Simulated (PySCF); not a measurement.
C5H12O2Si.
SMILES with atom numbers: `[CH3:1][CH2:2][O:3][Si@H:4]1[CH2:5][CH2:6][CH2:7][O:8]1`

Structure used (PBE0-D3(BJ)/def2-SVP), in Å, numbered top down from 1:
```xyz
20
C5H12O2Si angstrom
C      3.3508    0.4946   -0.6711
C      2.1426   -0.3801   -0.9095
O      1.0737    0.0590   -0.1040
Si    -0.2705   -0.8192    0.3030
C     -1.3883    0.1967    1.4066
C     -2.3120    0.8167    0.3454
C     -2.5578   -0.2419   -0.7358
O     -1.3656   -0.9714   -0.9574
H      3.1181    1.5435   -0.9078
H      4.1951    0.1739   -1.3001
H      3.6615    0.4442    0.3832
H      1.8460   -0.3409   -1.9738
H      2.3882   -1.4368   -0.6849
H      0.1728   -2.1742    0.7356
H     -0.8722    0.9471    2.0214
H     -1.9507   -0.4691    2.0838
H     -3.2642    1.1804    0.7640
H     -1.8061    1.6849   -0.1095
H     -3.3571   -0.9383   -0.4173
H     -2.8837    0.2179   -1.6831
```

NICS is the negative of the GIAO shielding at a point without a nucleus: at the ring centre (0) and 1 Å above and below it (1); zz is the component along the ring normal. Level: GIAO CAM-B3LYP/pcSseg-1 (PySCF, non-relativistic, gas phase) on the PBE0-D3(BJ)/def2-SVP geometry, one conformer.

Ring bond lengths (Å): Si4–C5 1.871, C5–C6 1.537, C6–C7 1.533, C7–O8 1.415, O8–Si4 1.677.

Question: Give the NICS values of each ring in ppm.

Answer: 
```
           ring                                                    type  NICS(0)  NICS(1), two faces  NICS(1)zz, two faces  rms pucker (Å)  centre to ring atoms, mean (Å)
Si4–C5–C6–C7–O8  5-membered ring with O and Si; formal bonds all single     -5.7         -3.3 / -3.2           -4.4 / -2.8            0.17                            1.35
```

Question: What do they say, and how far can they be read as aromaticity?

Answer: 
- Si4–C5–C6–C7–O8: mean NICS(1)zz -3.6 ppm, shielded. Si4, C5, C6, C7 have four or more neighbours; no verdict on aromaticity is drawn.

Question: List the ring angles.

Answer: 
- Si4–C5–C6–C7–O8: Si4 95.9°, C5 99.8°, C6 107.7°, C7 109.4°, O8 112.7°; sum 525.5° against 540° for a flat convex ring.

Question: How shielded are the nuclei of the rings and their hydrogens (means over atoms taken as equivalent)?

Answer: 
```
atoms                  environment  σ isotropic (ppm)  principal values of the symmetric part, first atom (ppm)
  Si4         oxygen-bound silicon              341.7                                       318.0, 336.7, 370.3
   C5  sp3 carbon bound to silicon              172.2                                       166.1, 173.6, 176.8
   C6              ring CH2 carbon              154.8                                       136.8, 158.9, 168.7
   C7   sp3 carbon bound to oxygen              112.9                                        77.9, 103.6, 157.2
   O8           silyl ether oxygen              262.3                                       182.2, 292.3, 312.4
  H14                Si–H hydrogen              26.56                                          22.9, 24.6, 32.2
  H15           methylene hydrogen              30.59                                          27.0, 27.5, 37.2
  H16           methylene hydrogen              31.04                                          26.5, 28.1, 38.6
  H17           methylene hydrogen              29.62                                          25.1, 27.0, 36.8
  H18           methylene hydrogen              29.59                                          25.8, 27.2, 35.8
  H19           methylene hydrogen              27.75                                          22.5, 26.3, 34.5
  H20           methylene hydrogen              27.22                                          22.6, 26.1, 33.0
```

Question: How do the values depend on the level or the medium?

Answer: 
```csv
level,"NICS(0), Si4–C5–C6–C7–O8","mean NICS(1)zz, Si4–C5–C6–C7–O8"
"CAM-B3LYP/pcSseg-1, gas",-5.7,-3.6
"PBE0/pcSseg-1, gas",-6.0,-3.9
"PBE0/pcSseg-1, IEF-PCM chloroform",-6.1,-3.9
```

The geometry is the same throughout; the continuum's cavity takes Bondi-type radii × 1.2.

Time: 42 s; peak memory 1.1 GiB. Hardware: one thread of an Arm Neoverse V1, shared host with 32 logical CPUs at a one-minute load of 9.4. This is the whole shielding run at CAM-B3LYP/pcSseg-1, SCF included.
